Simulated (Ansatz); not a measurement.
Ansatz (a program for electronic structure) input (wB97X-V/def2-TZVPD):

Ansatz 0.2 input:
```yaml
crystal:
  periodic: [false, false, false]
  atoms:
    - {symbol: Ge, position_ang: [-0.00000000, -0.00000000, -1.20333039]}
    - {symbol: Ge, position_ang: [0.00000000, 0.00000000, 1.20333039]}
basis:
  gaussian:
    orbitals: def2-TZVPD
hamiltonian:
  xc: {name: wB97X-V}
magnetization: {spin_polarized: true, initial_magnetization: 2}
output: {forces: true}
```

End of the output:

```
integrals: 0.06 GiB planned
689 factors; integrals over basis functions are off by at most 7.9e-4 eV
integrals: 0.11 GiB planned
150 factors; integrals over basis functions are off by at most 2.5e-4 eV
mean field: 0.88 GiB planned
mean field evaluation 1: about -113023.4203 eV, gradient 9.7e0 eV
mean field evaluation 2: about -113023.5554 eV, gradient 8.0e0 eV
mean field evaluation 4: about -113023.6389 eV, gradient 1.6e-1 eV
mean field evaluation 8: about -113023.6516 eV, gradient 1.4e-2 eV
mean field evaluation 16: about -113023.6516 eV, gradient 1.8e-5 eV
mean field -113023.65159748 eV, -4153.5425860247 hartree, gradient 1.7e-5 eV, S^2 2.002786; 2 other end points of the search recorded, 0 dependent functions left out
the calculation of the forces begins
reference -113023.65159646 eV, -4153.5425859872 hartree; 33, 31 occupied and 75, 77 virtual orbitals, 689 factors
Total energy: -113023.65159646 eV, -4153.5425859872 hartree
Atom 0 at    -0.000000    -0.000000    -1.203330 Å, force    -0.000000    -0.000000     0.801031 eV/Å
Atom 1 at     0.000000     0.000000     1.203330 Å, force    -0.000000    -0.000000    -0.801031 eV/Å
Dipole moment:     0.000000    -0.000000     0.000000 e Å
```
